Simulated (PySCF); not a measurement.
# Gd⁺: ionisation energy

Gd⁺ [Xe] 4f7 5d1 6s1 (10D) → Gd²⁺ [Xe] 4f7 5d1 (9D), as a difference of total energies. Calculation: PySCF 2.14, in cc-pVDZ-X2C; scalar relativity by spin-free X2C-1e. Correlated levels: valence: [Kr] 4d10 frozen; valence and next inner shell: [Ar] 3d10 frozen. The calculations carry no spin-orbit coupling.

```csv
method,ionisation energy (eV)
UHF,11.299
LC-wPBE,11.872
B2PLYP,12.084
PW91,12.420
MP2 (valence),11.965
SCS-MP2 (valence),11.767
MP2 (valence and next inner shell),12.020
SCS-MP2 (valence and next inner shell),11.827
```

Question: How much does correlation contribute at MP2 (valence and next inner shell)?

Answer: 12.020 − (11.299) = 0.721 eV, measured against UHF.

The reference lies between the lowest fine-structure levels, while these numbers refer to the centres of the terms.

Errors of the correlated levels include the incompleteness of this basis and the frozen core.

For comparison: 12.076 ± 0.02 eV (semi-empirical (NIST evaluation); NIST Atomic Spectra Database, ionization energies).
